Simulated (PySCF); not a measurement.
**Question.** Write Cartesian coordinates for `[O]=[Mo-2](=[O])(=[O])=[O]` ([MoO4]2-) as optimised with PBE0-D3(BJ)/def2-SVP. (Charge -2 and singlet state.)

**Answer.** 
```xyz
5
MoO4 angstrom
Mo     0.0146   -0.0221   -0.0125
O      0.0273   -0.0409    1.7533
O      1.6754   -0.0433   -0.6121
O     -0.7979    1.4403   -0.5800
O     -0.8447   -1.4445   -0.6108
```

Any rigid rotation of these coordinates is as good. Atoms count from 1 in this order. Mo1 (molybdenum bonded to 4 O) is tetrahedral (angles from 109.4° to 109.5°). All 4 Mo–O bonds measure 1.766 to 1.767 Å.

Bonds between heavy atoms (Å): Mo1–O2 1.766, Mo1–O3 1.766, Mo1–O4 1.767, Mo1–O5 1.766.

Method: PySCF, PBE0-D3(BJ)/def2-SVP geometry optimisation, gas phase, def2 core potentials past Kr.

Point group: Td (every atom within 0.08 Å of its image). No frequency check. Whether so highly charged an anion holds all its electrons in the gas phase wasn't checked; a finite basis holds them in any case. The ion is multiply charged and computed without counter-ions or solvent. The geometry's basis has no diffuse functions, a weakness for an anion.
